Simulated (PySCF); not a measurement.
Ge(Et)2(Vi)(OH), C₆H₁₄GeO, SMILES C=[CH][Ge]([OH])([CH2]C)[CH2]C, GFN2-xTB optimised geometry.

```
22

C      0.23    -2.46     2.68
C     -0.53    -2.21     1.63
Ge     0.10    -1.26     0.00
O      1.87    -1.26     0.00
C     -0.29     0.70     0.00
C     -1.78     1.04    -0.04
C     -0.56    -2.23    -1.65
C     -0.11    -1.56    -2.94
H     -0.14    -2.97     3.56
H      1.26    -2.14     2.71
H     -1.57    -2.53     1.63
H      2.29    -2.11     0.03
H      0.21     1.14    -0.86
H      0.16     1.13     0.89
H     -2.29     0.62     0.83
H     -2.24     0.63    -0.93
H     -1.93     2.11    -0.04
H     -1.64    -2.28    -1.61
H     -0.18    -3.25    -1.61
H     -0.53    -0.56    -3.01
H     -0.43    -2.13    -3.80
H      0.97    -1.47    -2.96
```

Density from B3LYP/def2-SVP (PySCF) at that geometry.

Minimum of the electron density along straight lines between bonded atoms, close to the bond critical point (lines longer than 1.1 times the sum of covalent radii, or with two minima, are not listed):

```json
[
 {"bond": "C1–C2", "length / Å": "1.321", "ρ at the minimum / e bohr⁻³": "0.346", "∇²ρ there / e bohr⁻⁵": "-0.94", "position (fraction from the first atom)": "0.51"},
 {"bond": "C2–Ge3", "length / Å": "1.986", "ρ at the minimum / e bohr⁻³": "0.122", "∇²ρ there / e bohr⁻⁵": "0.05", "position (fraction from the first atom)": "0.54"},
 {"bond": "Ge3–O4", "length / Å": "1.772", "ρ at the minimum / e bohr⁻³": "0.138", "∇²ρ there / e bohr⁻⁵": "0.69", "position (fraction from the first atom)": "0.47"},
 {"bond": "Ge3–C5", "length / Å": "2.000", "ρ at the minimum / e bohr⁻³": "0.123", "∇²ρ there / e bohr⁻⁵": "0.01", "position (fraction from the first atom)": "0.47"},
 {"bond": "C5–C6", "length / Å": "1.522", "ρ at the minimum / e bohr⁻³": "0.243", "∇²ρ there / e bohr⁻⁵": "-0.55", "position (fraction from the first atom)": "0.50"},
 {"bond": "Ge3–C7", "length / Å": "2.018", "ρ at the minimum / e bohr⁻³": "0.119", "∇²ρ there / e bohr⁻⁵": "0.01", "position (fraction from the first atom)": "0.47"},
 {"bond": "C7–C8", "length / Å": "1.521", "ρ at the minimum / e bohr⁻³": "0.244", "∇²ρ there / e bohr⁻⁵": "-0.55", "position (fraction from the first atom)": "0.50"},
 {"bond": "C1–H9", "length / Å": "1.081", "ρ at the minimum / e bohr⁻³": "0.282", "∇²ρ there / e bohr⁻⁵": "-1.08", "position (fraction from the first atom)": "0.63"},
 {"bond": "C1–H10", "length / Å": "1.079", "ρ at the minimum / e bohr⁻³": "0.284", "∇²ρ there / e bohr⁻⁵": "-1.09", "position (fraction from the first atom)": "0.64"},
 {"bond": "C2–H11", "length / Å": "1.081", "ρ at the minimum / e bohr⁻³": "0.280", "∇²ρ there / e bohr⁻⁵": "-1.04", "position (fraction from the first atom)": "0.63"},
 {"bond": "O4–H12", "length / Å": "0.954", "ρ at the minimum / e bohr⁻³": "0.358", "∇²ρ there / e bohr⁻⁵": "-2.31", "position (fraction from the first atom)": "0.81"},
 {"bond": "C5–H13", "length / Å": "1.090", "ρ at the minimum / e bohr⁻³": "0.275", "∇²ρ there / e bohr⁻⁵": "-0.98", "position (fraction from the first atom)": "0.62"},
 {"bond": "C5–H14", "length / Å": "1.090", "ρ at the minimum / e bohr⁻³": "0.275", "∇²ρ there / e bohr⁻⁵": "-0.99", "position (fraction from the first atom)": "0.62"},
 {"bond": "C6–H15", "length / Å": "1.088", "ρ at the minimum / e bohr⁻³": "0.277", "∇²ρ there / e bohr⁻⁵": "-1.01", "position (fraction from the first atom)": "0.62"},
 {"bond": "C6–H16", "length / Å": "1.088", "ρ at the minimum / e bohr⁻³": "0.277", "∇²ρ there / e bohr⁻⁵": "-1.01", "position (fraction from the first atom)": "0.62"},
 {"bond": "C6–H17", "length / Å": "1.089", "ρ at the minimum / e bohr⁻³": "0.276", "∇²ρ there / e bohr⁻⁵": "-1.01", "position (fraction from the first atom)": "0.62"},
 {"bond": "C7–H18", "length / Å": "1.089", "ρ at the minimum / e bohr⁻³": "0.274", "∇²ρ there / e bohr⁻⁵": "-0.97", "position (fraction from the first atom)": "0.62"},
 {"bond": "C7–H19", "length / Å": "1.092", "ρ at the minimum / e bohr⁻³": "0.273", "∇²ρ there / e bohr⁻⁵": "-0.97", "position (fraction from the first atom)": "0.62"},
 {"bond": "C8–H20", "length / Å": "1.088", "ρ at the minimum / e bohr⁻³": "0.277", "∇²ρ there / e bohr⁻⁵": "-1.01", "position (fraction from the first atom)": "0.62"},
 {"bond": "C8–H21", "length / Å": "1.089", "ρ at the minimum / e bohr⁻³": "0.276", "∇²ρ there / e bohr⁻⁵": "-1.01", "position (fraction from the first atom)": "0.62"},
 {"bond": "C8–H22", "length / Å": "1.088", "ρ at the minimum / e bohr⁻³": "0.278", "∇²ρ there / e bohr⁻⁵": "-1.02", "position (fraction from the first atom)": "0.63"}
]
```
